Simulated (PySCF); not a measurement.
Simulated absorption spectrum

Compound: C₅H₇ClN₂.
Bonds: C1–C2, C2–N3, N3–C4 (aromatic), C4–C5 (aromatic), C5–Cl6, C5–C7 (aromatic), C7–N8 (aromatic), N3–N8 (aromatic). Hydrogens: H9, H10, H11 on C1; H12, H13 on C2; H14 on C4; H15 on C7.

Computed with TDDFT B3LYP/def2-SVPD, vertical, gas phase, core orbitals frozen in the response in PySCF 2.14.0, density-fitted response routines. The structure is a single GFN2-xTB conformer in the gas phase; no vibrational or solvent corrections. Torsions of this conformer, `[CH3:1][CH2:2][n:3]1[cH:4][c:5]([Cl:6])[cH:7][n:8]1`: C1–C2–N3–C4 -83°.

Computed states:

```csv
state,E (eV),f
S1,5.93,0.106
S2,6.19,0.0040
S3,6.36,0.0002
S4,6.57,0.0063
S5,6.62,0.013
S6,6.85,0.014
S7,6.92,0.0030
S8,7.12,0.0095
```

Each state is given a Gaussian of 0.3 eV full width at half maximum, with ε(max) = 2.175×10⁸ f / Δν̃ (Δν̃ the width in cm⁻¹). The width is an assumption, not a result. The curve ends short of the highest state used, and states not computed would add to its high-energy end.

(1) Give the broadened spectrum and its maxima.

(2) Coming from long wavelengths, where does ε first pass 100 L mol⁻¹ cm⁻¹?

(3) On this curve, what absorbance would a 10⁻⁴ mol/L sample give at 193 nm over a 1 cm path?

## Answers

(1) 
(λ (nm), ε (L mol⁻¹ cm⁻¹)): (190.2, 1436), (191.2, 1171), (192.3, 892), (193.3, 685), (194.3, 542), (195.4, 468), (196.4, 482), (197.4, 578), (198.5, 799), (199.5, 1137), (200.5, 1642), (201.6, 2432), (202.6, 3380), (203.6, 4522), (204.7, 5920), (205.7, 7190), (206.7, 8311), (207.8, 9200), (208.8, 9579), (209.8, 9498), (210.9, 8903), (211.9, 7993), (212.9, 6857), (214.0, 5504), (215.0, 4308), (216.0, 3234), (217.1, 2251), (218.1, 1554), (219.1, 1032), (220.2, 631), (221.2, 388), (222.2, 230), (223.3, 125), (224.3, 69), (225.3, 37), (226.3, 19)

Maxima: 209 nm (5.93 eV), ε about 9600, made up of S1 (100%) (ε in L mol⁻¹ cm⁻¹; maxima over ε = 5, shares over 10%). At its high-energy end, 6.52 eV, the curve is still rising (ε about 1400, from S4 and S5).

(2) At about 224 nm (5.54 eV), 0.38 eV below S1.

(3) 193 nm is 6.424 eV, where ε is about 740 L mol⁻¹ cm⁻¹, so A = ε c l ≈ 0.074 (Beer–Lambert, with the gas-phase spectrum and the assumed width).
